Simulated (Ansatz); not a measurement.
Relaxation of C2H4BN (8 atoms, charge 0, multiplicity 1), to a largest force component of 0.02 eV/Å in at most 50 steps.

Level of theory: RKS PBE/def2-SVP (Ansatz).

```xyz
8
Properties=species:S:1:pos:R:3
C -0.670 0.671 -0.252
B -0.015 -0.519 0.443
C 1.383 -0.915 0.036
N 2.567 -1.208 -0.251
H -0.787 0.521 -1.373
H -1.739 0.864 0.151
H -0.101 1.640 -0.081
H 0.613 -1.503 -0.463
```

Problem. Where does it end, and by what steps?

Solution. It converged. The force dipped under the threshold on the way, but the program's further checks kept it going. After 16 steps the energy has fallen by 4.925 eV; H8 moved furthest, 1.13 Å. Parted: C3–H8. Joined: B2–H8.

```json
{"step": "0", "energy less start (eV)": "0.0000", "largest force component (eV/Å)": "4.001", "accepted": "yes"}
{"step": "1", "energy less start (eV)": "-1.2550", "largest force component (eV/Å)": "3.617", "accepted": "yes"}
{"step": "2", "energy less start (eV)": "-2.3230", "largest force component (eV/Å)": "3.750", "accepted": "yes"}
{"step": "3", "energy less start (eV)": "-3.3744", "largest force component (eV/Å)": "2.849", "accepted": "yes"}
{"step": "4", "energy less start (eV)": "-4.1577", "largest force component (eV/Å)": "1.741", "accepted": "yes"}
{"step": "5", "energy less start (eV)": "-4.5889", "largest force component (eV/Å)": "1.077", "accepted": "yes"}
{"step": "6", "energy less start (eV)": "-4.7941", "largest force component (eV/Å)": "0.981", "accepted": "yes"}
{"step": "7", "energy less start (eV)": "-4.8908", "largest force component (eV/Å)": "0.573", "accepted": "yes"}
{"step": "8", "energy less start (eV)": "-4.8024", "largest force component (eV/Å)": "2.791", "accepted": "no"}
{"step": "9", "energy less start (eV)": "-4.9154", "largest force component (eV/Å)": "0.276", "accepted": "yes"}
{"step": "10", "energy less start (eV)": "-4.9239", "largest force component (eV/Å)": "0.070", "accepted": "yes"}
{"step": "11", "energy less start (eV)": "-4.9248", "largest force component (eV/Å)": "0.032", "accepted": "yes"}
{"step": "12", "energy less start (eV)": "-4.9247", "largest force component (eV/Å)": "0.049", "accepted": "no"}
{"step": "13", "energy less start (eV)": "-4.9249", "largest force component (eV/Å)": "0.010", "accepted": "yes"}
{"step": "14", "energy less start (eV)": "-4.9250", "largest force component (eV/Å)": "0.036", "accepted": "yes"}
{"step": "15", "energy less start (eV)": "-4.9251", "largest force component (eV/Å)": "0.026", "accepted": "yes"}
{"step": "16", "energy less start (eV)": "-4.9252", "largest force component (eV/Å)": "0.006", "accepted": "yes"}
```

```xyz
8
Properties=species:S:1:pos:R:3
C -0.599 0.658 -0.272
B 0.159 -0.695 -0.140
C 1.698 -0.771 -0.079
N 2.871 -0.834 -0.029
H -0.833 0.738 -1.364
H -1.587 0.649 0.229
H -0.025 1.564 -0.001
H -0.434 -1.757 -0.133
```

The run took 110 s on 1 thread of Intel(R) Xeon(R) Processor @ 2.50GHz (Skylake/Cascade Lake), with other jobs on the host, peak memory 0.14 GiB.
